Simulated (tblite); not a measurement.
A tight-binding relaxation on `C#[C][Ga@-]([NH3+])([Cl])/[CH]=C/C#N`.

Computed with GFN2-xTB geometry optimisation, gas phase (tblite 0.8.0). Start geometry: from a force field or distance geometry. The command runs a driver script over a list of jobs; the input below is this job's line of settings and its coordinates in Å.

Command:
```bash
OMP_NUM_THREADS=1 python probes_run.py task.json out
```

Input:
```
{"job": {"kind": "relax", "xc": "GFN2-xTB", "basis": "xTB"}, "charge": 0, "multiplicity": 1}
C     -1.976300     2.402600    -0.602600
C     -1.508300     1.346000    -0.270600
Ga    -0.687600    -0.362700     0.293100
N     -1.607600    -1.815900    -0.515500
Cl    -0.746700    -0.585900     2.499600
C      1.186800    -0.349600    -0.284200
C      1.978500     0.682500    -0.064500
C      3.356500     0.677000    -0.478100
N      4.473200     0.670300    -0.843000
H     -2.405200     3.341400    -0.885500
H     -1.256800    -2.008300    -1.486500
H     -1.420900    -2.699200     0.020100
H     -2.632100    -1.649100    -0.553600
H      1.620000    -1.220200    -0.803500
H      1.622300     1.579000     0.447400
```

Problem. Estimate the output.

Solution. 
```
step      E/eV     max force
  0    -686.74994    3.252
  1    -686.79376    8.636
  2    -687.07703    1.995
  3    -687.14598    2.764
  4    -687.18507    1.732
  5    -687.23272    0.682
  6    -687.24973    0.406
  7    -687.26951    0.592
  8    -687.27974    0.417
  9    -687.28531    0.224
... (128 lines left out)
138    -687.38805    0.016
139    -687.38809    0.017
140    -687.38813    0.019
141    -687.38817    0.013
142    -687.38820    0.011
143    -687.38823    0.018
144    -687.38827    0.033
145    -687.38833    0.040
146    -687.38837    0.028
147    -687.38839    0.010
```

«max force» is the largest atomic force in eV/Å.

Problem. From which step on does the largest force stay under 0.1 eV/Å, and how much energy is left to gain from there?

Solution. From step 110 (0.089 eV/Å), 2.6 meV above the end.

In short: energy lowered by 14.7 kcal/mol over 147 steps; largest atomic force 0.010 eV/Å at the end.

Problem. Where do the atoms end?

Solution. 0.677 Å rms from the input after alignment:
```
atom  x, y, z in Å
C1    -2.0058    2.3930   -0.4084
C2    -1.4852    1.3700   -0.0339
Ga3   -0.6101   -0.2137    0.7445
N4    -1.4723   -1.6859   -0.6992
Cl5   -1.4024   -1.0207    2.5018
C6     1.3600   -0.3405    0.3242
C7     1.9280    0.5940   -0.4500
C8     3.2976    0.5736   -0.7838
N9     4.4124    0.5304   -1.0532
H10   -2.4647    3.2753   -0.7625
H11   -1.2975   -1.4375   -1.6709
H12   -1.1355   -2.6343   -0.5406
H13   -2.4809   -1.6831   -0.5494
H14    2.0044   -1.1242    0.7234
H15    1.3476    1.4116   -0.8696
```

Hardware: one thread, Arm Neoverse N1 (aarch64), shared host with 64 logical CPUs at a one-minute load of 59. Cost: 2.1 s of wall time.
Labels such as C1 count atoms from 1, the log's own numbers from 0.
